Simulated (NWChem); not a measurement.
**Correlation energy of CuI**

```
Cu
I 1 2.3719
```
Charge 0, spin multiplicity 1.

Program: NWChem. Structure: optimised with PBE/def2-SVP with def2 effective core potentials on I, a minimum by its harmonic frequencies.

Basis set: def2-TZVP. Each correlation energy counts from its own Hartree-Fock reference.

| method | correlation energy (mHa) | difference from CCSD(T) |
|---|---|---|
| MP2 | -910.6 | -61.9 |
| SCS-MP2 | -799.0 | +49.7 |
| CR-CCSD[T] | -846.2 | +2.6 |
| CR-CCSD(T) | -842.8 | +5.9 |
| CCSD | -826.5 | +22.2 |
| CCSD+T(CCSD) | -853.4 | -4.7 |
| CCSD(T) | -848.7 | 0.0 |

The values span 111.6 mHa, from MP2 (lowest) to SCS-MP2 (highest). 

Effective core potentials replace the inner electrons of I; spin-orbit coupling is left out. The correlated methods keep 13 core orbitals frozen. The structure started from a generated list of species. Differences from the coupled-cluster row are differences between methods, not errors against experiment.
